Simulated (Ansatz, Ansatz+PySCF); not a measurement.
```json
{"atom": "Mn", "x (Å)": "0.0000", "y (Å)": "0.0000", "z (Å)": "0.0000"}
{"atom": "H", "x (Å)": "0.0000", "y (Å)": "0.0000", "z (Å)": "2.0760"}
```

Basis set: def2-SVP (spherical functions). Charge 0, multiplicity 7.

Computed with Ansatz (development build ahead of 0.2.0); each method stands on the lowest determinant of its kind that the runs found.

The atomization energy at this shape (free ground-state atoms in the same class of orbitals less the molecule, no zero-point energy) of septet MnH:

```
             method  atomization energy
PBE0 (unrestricted)             1.38 eV
```

(1) What does UHF give?

Answers

(1) 1.06 eV. Caution: the shape is not the minimum.
